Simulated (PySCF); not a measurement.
A calculated (PBE, PySCF 2.14, x2c-TZVPall, the spin-free X2C one-electron Hamiltonian (Gaussian nucleus)) atom or ion has these occupied shells.

```json
{"shell": "1s α", "electrons": "1", "orbital energy (eV)": "-11730.2", "rms radius, mean of both spins (bohr)": "0.0524"}
{"shell": "1s β", "electrons": "1", "orbital energy (eV)": "-11730.1", "rms radius, mean of both spins (bohr)": "0.0524"}
{"shell": "2s α", "electrons": "1", "orbital energy (eV)": "-1508.2", "rms radius, mean of both spins (bohr)": "0.220"}
{"shell": "2s β", "electrons": "1", "orbital energy (eV)": "-1508.2", "rms radius, mean of both spins (bohr)": "0.220"}
{"shell": "2p α", "electrons": "3", "orbital energy (eV)": "-1325.6", "rms radius, mean of both spins (bohr)": "0.196"}
{"shell": "2p β", "electrons": "3", "orbital energy (eV)": "-1325.5", "rms radius, mean of both spins (bohr)": "0.196"}
{"shell": "3s α", "electrons": "1", "orbital energy (eV)": "-211.71", "rms radius, mean of both spins (bohr)": "0.642"}
{"shell": "3s β", "electrons": "1", "orbital energy (eV)": "-211.64", "rms radius, mean of both spins (bohr)": "0.642"}
{"shell": "3p α", "electrons": "3", "orbital energy (eV)": "-155.16", "rms radius, mean of both spins (bohr)": "0.668"}
{"shell": "3p β", "electrons": "3", "orbital energy (eV)": "-155.08", "rms radius, mean of both spins (bohr)": "0.668"}
{"shell": "3d α", "electrons": "5", "orbital energy (eV)": "-62.148", "rms radius, mean of both spins (bohr)": "0.758"}
{"shell": "3d β", "electrons": "5", "orbital energy (eV)": "-62.025", "rms radius, mean of both spins (bohr)": "0.758"}
{"shell": "4s α", "electrons": "1", "orbital energy (eV)": "-33.809", "rms radius, mean of both spins (bohr)": "1.93"}
{"shell": "4s β", "electrons": "1", "orbital energy (eV)": "-32.835", "rms radius, mean of both spins (bohr)": "1.93"}
{"shell": "4p α", "electrons": "1", "orbital energy (eV)": "-23.163", "rms radius, mean of both spins (bohr)": "2.31"}
```

Problem. Name the element and its charge.

Solution. As²⁺ (arsenic, charge +2), in [Ar] 3d10 4s2 4p1, 2P determinant.
